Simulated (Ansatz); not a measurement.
Basis-set extrapolation for FH$_{5}$NSi$_{2}$ (`N[Si](F)[SiH3]`) radical (PBE0-D4/def2-TZVP geometry, frozen core, Ansatz 0.2.0). Multiplicity 2, UHF reference.

|  | def2-TZVPP | def2-QZVPP |
| --- | --- | --- |
| HF | -734.812204 | -734.838677 |
| MP2 correlation | -0.687803 | -0.745649 |
| CCSD(T) correlation | -0.753490 | not run |

Energies in hartree. Use E(X) = E(∞) + A·exp(−7.88·√X) for Hartree–Fock and E(X) = E(∞) + B·X^(−2.97) for correlation, with X = 3 and 4, and add CCSD(T) minus MP2 of the smaller set to the MP2 limit.

What is the CCSD(T) energy at the basis-set limit?

HF limit: -734.838677 + (-0.026473) × 0.13774 = -734.84232. MP2 limit: -0.745649 + (-0.057846) × 0.74074 = -0.78850. Higher-order term: -0.753490 − (-0.687803) = -0.06569. Total: -735.69651 hartree, 3.56 eV below CCSD(T)/def2-TZVPP.
